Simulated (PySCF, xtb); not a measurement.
HS2, SMILES S[S], multiplicity 2.

Harmonic wavenumbers (cm⁻¹) from GFN2-xTB (xtb) at its own minimum, in rising order: 597, 815, 2200.

**Question.** What does PySCF with PBE-D3(BJ)/def2-TZVP give at its own minimum? (An estimate is asked for; the answer gives what the named calculation found.)

**Answer.** 590, 884, 2444. Paired by order, the mean absolute difference is 107 cm⁻¹ and the zero-point energies are 5.2 and 5.6 kcal/mol.
